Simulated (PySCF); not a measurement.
C₂H₄O₃, SMILES COC(=O)O.

Geometry: B3LYP-D3(BJ)/def2-SVP. The values are those of a single conformer.

These are CAM-B3LYP/def2-TZVP run with PySCF values and carry that method's errors.

Symmetry labels are those of the subgroup Cs that the program uses (full group Cs).

Question: List the valence orbital energies around the gap with their symmetry. (The exact figures need the calculation; the answer reports its results.)

Answer: 
```json
[
 {"orbital": "HOMO−7", "symmetry": "A'", "energy (eV)": "-15.70"},
 {"orbital": "HOMO−6", "symmetry": "A'", "energy (eV)": "-14.32"},
 {"orbital": "HOMO−5", "symmetry": "A\"", "energy (eV)": "-13.83"},
 {"orbital": "HOMO−4", "symmetry": "A'", "energy (eV)": "-13.74"},
 {"orbital": "HOMO−3", "symmetry": "A'", "energy (eV)": "-12.06"},
 {"orbital": "HOMO−2", "symmetry": "A\"", "energy (eV)": "-11.13"},
 {"orbital": "HOMO−1", "symmetry": "A\"", "energy (eV)": "-10.52"},
 {"orbital": "HOMO", "symmetry": "A'", "energy (eV)": "-10.10"},
 {"orbital": "LUMO", "symmetry": "A'", "energy (eV)": "1.70"},
 {"orbital": "LUMO+1", "symmetry": "A\"", "energy (eV)": "2.23"},
 {"orbital": "LUMO+2", "symmetry": "A'", "energy (eV)": "2.40"},
 {"orbital": "LUMO+3", "symmetry": "A'", "energy (eV)": "3.39"}
]
```
